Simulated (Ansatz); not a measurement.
Two isomers of CH3BrOSi: A = `CO[Si]Br`, B = `BrC1O[SiH2]1`.

Gas-phase electronic energies from Ansatz, PBE0-D4/def2-TZVP geometries. CBS: MP2 limit from def2 TZ/QZ plus the TZ coupled-cluster correction, frozen cores. DFT in def2-TZVPP. B3LYP here is the variant with VWN-RPA as its local correlation; programs differ in this. For Br outer-core shells are correlated without core-valence functions, which leaves a few kJ/mol of doubt a bond. Scalar relativity is left out up to krypton. Each species was taken in one conformer, which may not be the lowest.

Question: Which isomer does CCSD(T)/CBS put lower? Give the gap. (Estimate.)

Answer: Ansatz gave: A, by 211.9 kJ/mol.

Question: Give E(B) − E(A) in kJ/mol with CCSD(T)/def2-SVP, MP2/def2-TZVPP, HF/def2-TZVPP, B3LYP, CCSD(T)/def2-TZVPP, CCSD/def2-TZVPP, ωB97M-V. (Estimate.)

Answer: Ansatz gave: CCSD(T)/def2-SVP 228.1, MP2/def2-TZVPP 202.1, HF/def2-TZVPP 237.7, B3LYP 221.7, CCSD(T)/def2-TZVPP 210.0, CCSD/def2-TZVPP 215.3, ωB97M-V 221.5. None reverses the order clearly.

Question: Does the order hold for the free energy at 298.15 K (harmonic terms from PBE0-D4)? (Estimate.)

Answer: Ansatz gave: Yes: G(B) − G(A) = +201.1 kJ/mol, for one conformer each.

Largest T1 diagnostic: 0.012.

At CCSD(T), def2-SVP lies +16.2 kJ/mol from the extrapolated value and def2-TZVPP −1.9 kJ/mol. In def2-TZVPP, CCSD(T) changes the Hartree–Fock value by −27.7 kJ/mol (the triples alone add −5.3 kJ/mol) and MP2 by −35.6 kJ/mol.
